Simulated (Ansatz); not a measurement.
`C[SiH2]C(F)(F)F`. Total charge 0; spin multiplicity 1. Geometry: relaxed with PBE0-D4/def2-TZVP.

```xyz
11

C    -1.020    0.468   -1.141
Si   -0.542   -0.011    0.591
C     1.347   -0.423    0.607
F     1.647   -1.436   -0.231
F     1.792   -0.782    1.824
F     2.093    0.631    0.216
H    -2.083    0.711   -1.194
H    -0.821   -0.352   -1.835
H    -0.453    1.341   -1.468
H    -0.728    1.091    1.567
H    -1.231   -1.237    1.063
```

(1) What is the dipole moment at ωB97M-V/def2-TZVPP? (Estimate.)

(2) And with PBE, r2SCAN, B3LYP? (Estimate.)

(3) Give the Mulliken charges with ωB97M-V, PBE, r2SCAN in def2-TZVPP. (Best estimate.)

Answers

(1) The calculation gave: 2.72 D, with components (-2.48, 0.72, -0.86) D in this frame, pointing from negative to positive charge.

(2) Computed: PBE 2.49 D, r2SCAN 2.61 D, B3LYP 2.70 D.

(3) The calculation gave: 
```json
{"atom": "C1", "ωB97M-V": "-0.45", "PBE": "-0.37", "r2SCAN": "-0.31"}
{"atom": "Si2", "ωB97M-V": "0.21", "PBE": "0.19", "r2SCAN": "0.28"}
{"atom": "C3", "ωB97M-V": "0.39", "PBE": "0.34", "r2SCAN": "0.42"}
{"atom": "F4", "ωB97M-V": "-0.18", "PBE": "-0.14", "r2SCAN": "-0.19"}
{"atom": "F5", "ωB97M-V": "-0.17", "PBE": "-0.14", "r2SCAN": "-0.18"}
{"atom": "F6", "ωB97M-V": "-0.18", "PBE": "-0.14", "r2SCAN": "-0.19"}
{"atom": "H7", "ωB97M-V": "0.13", "PBE": "0.11", "r2SCAN": "0.08"}
{"atom": "H8", "ωB97M-V": "0.14", "PBE": "0.12", "r2SCAN": "0.09"}
{"atom": "H9", "ωB97M-V": "0.14", "PBE": "0.12", "r2SCAN": "0.09"}
{"atom": "H10", "ωB97M-V": "-0.01", "PBE": "-0.05", "r2SCAN": "-0.06"}
{"atom": "H11", "ωB97M-V": "-0.01", "PBE": "-0.05", "r2SCAN": "-0.06"}
```

B3LYP here is the variant with VWN-RPA as its local correlation; programs differ in this.
